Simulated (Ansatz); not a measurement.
`[OH][GeH2][SiH3]` + `CO[SiH](N)O` → `CO[SiH](N)O[SiH3]` + `[OH][GeH3]`  (cleavage of the Si–Ge bond)

Computed with Ansatz on PBE0-D4/def2-TZVP structures; ΔE is electronic, products minus reactants. CCSD(T)/CBS is the MP2 limit (def2-TZVPP, def2-QZVPP) plus CCSD(T) − MP2 in def2-TZVPP, frozen cores. Functionals use def2-TZVPP. For Ge outer-core shells are correlated without core-valence functions, which leaves a few kJ/mol of doubt a bond. Scalar relativity is left out up to krypton. One conformer a species, not always the lowest.

(1) Is it downhill or uphill in electronic energy at CCSD(T)/CBS, and by how much? (Estimate.)

(2) What do these levels give: PBE0-D4, PBE0, HF/def2-TZVPP, MP2/def2-TZVPP, CCSD(T)/def2-TZVPP, CCSD/CBS(def2)? (Estimate.)

Largest T1 diagnostic among the species: 0.012.

Answers

(1) The calculation gave: Downhill: ΔE = -93.1 kJ/mol.

(2) The calculation gave: PBE0-D4 -78.9, PBE0 -76.1, HF/def2-TZVPP -118.0, MP2/def2-TZVPP -99.4, CCSD(T)/def2-TZVPP -93.9, CCSD/CBS(def2) -96.1 kJ/mol.

In def2-TZVPP, CCSD(T) changes the Hartree–Fock value by +24.1 kJ/mol (the triples alone add +3.0 kJ/mol) and MP2 by +18.7 kJ/mol. The D4 term adds −4.3 kJ/mol with B3LYP and −2.8 kJ/mol with PBE0; it sums over pairs of atoms, weighted by their polarisabilities, and B3LYP, whose exchange is more repulsive, gets the larger term.

B3LYP here is the variant with VWN-RPA as its local correlation; programs differ in this.
